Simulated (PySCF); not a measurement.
## Magnetic susceptibility: `[H][Ge]([H])([C]#C)[C]#C`, C₄H₄Ge

Geometry:
```json
{"atom": "Ge1", "x (Å)": "-0.821", "y (Å)": "-0.031", "z (Å)": "-0.562"}
{"atom": "C2", "x (Å)": "-0.779", "y (Å)": "-0.020", "z (Å)": "1.334"}
{"atom": "C3", "x (Å)": "-0.753", "y (Å)": "-0.017", "z (Å)": "2.536"}
{"atom": "H4", "x (Å)": "-0.731", "y (Å)": "-0.016", "z (Å)": "3.589"}
{"atom": "C5", "x (Å)": "0.960", "y (Å)": "0.024", "z (Å)": "-1.208"}
{"atom": "C6", "x (Å)": "2.088", "y (Å)": "0.068", "z (Å)": "-1.623"}
{"atom": "H7", "x (Å)": "3.076", "y (Å)": "0.105", "z (Å)": "-1.987"}
{"atom": "H8", "x (Å)": "-1.560", "y (Å)": "1.178", "z (Å)": "-1.048"}
{"atom": "H9", "x (Å)": "-1.481", "y (Å)": "-1.291", "z (Å)": "-1.032"}
```

Theory: PySCF 2.14.0, GIAO PBE0/def2-SVP magnetisability, rotational g tensor and spin-rotation constants, non-relativistic, gas phase. Geometry: GFN2-xTB.

The calculation is non-relativistic, which matters for the atoms heavier than Zn.

(1) What are the magnetisability and the molar susceptibility?

(2) Split it along the inertial axes a, b, c into diamagnetic and paramagnetic parts about the centre of mass, with the quadrupole moment.

(3) And the rotational g tensor?

## Answers

(1) Isotropic -1040 × 10⁻³⁰ J/T², or -62.7 × 10⁻⁶ cm³/mol; principal values -1110, -1039, -972 × 10⁻³⁰ J/T², anisotropy 120 × 10⁻³⁰ J/T² (root of half the summed squared differences of the principal values). The susceptibility is in cgs units.

(2) 
| axis | χ (10⁻⁶ cm³/mol) | diamagnetic (10⁻⁶ cm³/mol) | paramagnetic (10⁻⁶ cm³/mol) | summed x² of all electrons (Å²) | quadrupole Θ (D Å) |
| --- | --- | --- | --- | --- | --- |
| a | -66.9 | -266.2 | 199.4 | 134.4 | +6.75 |
| b | -62.5 | -620.8 | 558.3 | 50.8 | +0.15 |
| c | -58.5 | -785.7 | 727.2 | 11.9 | -6.89 |

Anisotropies 2χaa − χbb − χcc = -12.7 and 2χbb − χaa − χcc = +0.3 × 10⁻⁶ cm³/mol. Θ is traceless in Buckingham's convention.

(3) 
```
axis  rotational constant (GHz)        g  nuclear part  electronic part
   a                     6.2026  -0.0129        0.5681          -0.5809
   b                     2.1484  -0.0049        0.5585          -0.5635
   c                     1.6273  -0.0036        0.5523          -0.5559
```
Asymmetric top; isotopes 12C, 74Ge, 1H; no vibrational averaging.
